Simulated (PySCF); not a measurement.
C2H4N2OSi, SMILES N#C/N=C/O[SiH3].

The structure is a stationary point at PBE-D3(BJ)/def2-SVP. The structure was generated by enumeration; whether it is a known compound was not checked. The values are those of a single conformer.

Two levels are set side by side: PBE/def2-TZVP (PySCF) and PBE0/def2-TZVP (PySCF). Same geometry, gas phase. Differences are taken from unrounded values.

```tsv
quantity	PBE0	PBE	PBE minus PBE0
orbital gap (eV)	6.49	4.26	-2.23
highest occupied level (eV)	-8.27	-7.02	1.25
lowest empty level (eV)	-1.78	-2.77	-0.98
dipole moment (D)	5.07	4.95	-0.12
mean polarisability (bohr³)	67.6	70.8	3.2
```

PBE's occupied levels lie high since its potential decays too fast outside the molecule; exact exchange lowers them and widens the gap. Loosely held outer electrons make PBE densities more polarisable. Differences between two approximate levels are no errors against the true value.

Rough cost on one machine, each run with all the roots and properties that it gave: PBE0 against PBE within a factor of 2.
